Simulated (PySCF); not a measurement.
## SI at UHF-CCSD

Level: UHF-CCSD. basis S cc-pV(D+d)Z, I cc-pVDZ-PP with ECP28; scalar-relativistic core potentials; PySCF 2.14.

```json
{"state": "²Π (doublet), unpaired electrons π ↑", "bond length": "2.374 Å", "harmonic wavenumber": "371 cm⁻¹", "force constant": "2.07 mdyn/Å", "rotational constant Be": "0.1171 cm⁻¹", "anharmonicity ωexe": "1.24 cm⁻¹", "vibration–rotation constant αe": "0.000550 cm⁻¹", "well depth De to S + I": "36.0 kcal/mol", "dissociation energy D0": "35.4 kcal/mol"}
```

Correlated steps freeze 9 core orbitals. Correlated levels converge slowly with the basis: in double zeta they bind strong bonds too weakly, by up to about 1 eV, and carry superposition errors of some tenths. Spin–orbit coupling is left out, which matters for elements this heavy, above all for dissociation energies. The state was picked by a PBE0 search and need not be the measured ground state.
